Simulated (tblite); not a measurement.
C5H10OSi3.
Numbering: `[CH:1]#[C:2][Si@@H:3]1[CH:4]=[CH:5][Si@H:6]([O:7][SiH3:8])[CH2:9]1` (hydrogens: H10 on C1; H11 on Si3; H12 on C4; H13 on C5; H14 on Si6; H15, H16, H17 on Si8; H18, H19 on C9)

Structure optimised with GFN2-xTB, isolated species.

What internal coordinates does the optimisation give?

```
                     bond  length (Å)   order
                    C1≡C2       1.202  triple
                   C2–Si3       1.855  single
                   Si3–C4       1.889  single
                    C4=C5       1.333  double
                   C5–Si6       1.888  single
                   Si6–O7       1.630  single
                   O7–Si8       1.619  single
                   Si6–C9       1.903  single
                   Si3–C9       1.907  single
                   C1–H10       1.053  single
                  Si3–H11       1.472  single
                   C4–H12       1.083  single
                   C5–H13       1.083  single
                  Si6–H14       1.462  single
Si8–H15, Si8–H16, Si8–H17       1.462  single
                   C9–H18       1.087  single
                   C9–H19       1.087  single
```

Bonds in one row agree within 0.01 Å and their mean is given. Orders are formal, as drawn. A selection of angles:
```
     angle  degrees
 C1–C2–Si3    178.5
 C2–Si3–C4    109.6
 C2–Si3–C9    110.8
 C4–Si3–C9     99.4
 Si3–C4–C5    116.5
 C4–C5–Si6    117.0
 C5–Si6–O7    109.9
 C5–Si6–C9     99.3
 O7–Si6–C9    111.2
Si6–O7–Si8    150.7
Si3–C9–Si6    105.5
```

Dihedral angles: C2–Si3–C4–C5 -107° (anticlinal); Si3–C4–C5–Si6 1° (synperiplanar); C4–C5–Si6–O7 106° (anticlinal); C5–Si6–O7–Si8 -69° (synclinal); C5–Si6–C9–Si3 14° (synperiplanar); C2–Si3–C9–Si6 101° (anticlinal).

Si8 (oxygen-bound silicon) is distorted tetrahedral (angles from 104.1° to 112.4°). The 5-membered ring Si3–C4–C5–Si6–C9 has internal angles of 99.3° to 117.0° (sum 538°, against 540° for a flat polygon); it is puckered, 0.09 Å rms from its mean plane, widest ring torsion 14°. Si6 (oxygen-bound silicon) is distorted tetrahedral (angles from 99.3° to 117.7°). O7 (siloxane oxygen) is bent (angle 150.7°). The C–C distances run from 1.202 Å (C1≡C2, drawn triple) to 1.333 Å (C4=C5, drawn double), a spread of 0.131 Å. The 5 C–Si bonds span 1.855 Å (C2–Si3, drawn single) to 1.907 Å (Si3–C9, drawn single), a spread of 0.052 Å. Si3 (SiH silicon) is distorted tetrahedral (angles from 99.4° to 114.6°).

Point group: C1 (no symmetry element, even within 0.4 Å). Its lowest GFN2-xTB frequency is 15i cm⁻¹, too small to tell a flat minimum from a shallow saddle. The numbers are those of one conformer. 3 starts were optimised and ended at 0.00, 0.02 and 0.60 kcal/mol (GFN2-xTB); the lowest of these is shown.

On an Arm Neoverse N1 with one thread, no GPU, on a shared host, this took 4.8 s of wall time. That covers the optimisation of the geometry.

The numbers are calculated, not measured.
